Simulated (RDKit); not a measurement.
RDKit input (UFF):

```python
from rdkit import Chem
from rdkit.Chem import AllChem, rdDetermineBonds

mol = Chem.MolFromXYZFile('mol.xyz')
rdDetermineBonds.DetermineBonds(mol, charge=1)
print('SMILES', Chem.MolToSmiles(Chem.RemoveHs(mol)))
ff = AllChem.UFFGetMoleculeForceField(mol)
e0 = ff.CalcEnergy()
flag = ff.Minimize(maxIts=5000, forceTol=1e-5)
print(f'energy {e0:.4f} -> {ff.CalcEnergy():.4f} kcal/mol, converged: {flag == 0}')
print(Chem.MolToXYZBlock(mol))
```
mol.xyz:
```
5

Si     0.07253600    -0.53002400     0.04682300
O     -0.21538100     1.00680100    -0.08995300
H     -1.13206200    -1.35482800     0.10253400
H      1.44688800    -1.03755000     0.10864900
H      0.39271600     1.75829800    -0.14708500
```

Output:

```
[00:16:43] UFFTYPER: Warning: hybridization set to SP3 for atom 0
SMILES [OH+]=[SiH2]
energy 3.4705 -> -0.0659 kcal/mol, converged: True
5

Si     0.033401   -0.470230    0.041138
O     -0.277397    1.023186   -0.092179
H     -1.064467   -1.445910    0.111297
H      1.429376   -0.929203    0.099043
H      0.443785    1.664854   -0.138331
```

The dipole moment of an ion depends on the origin.

The geometry given is a B3LYP-D3(BJ)/def2-TZVP minimum.
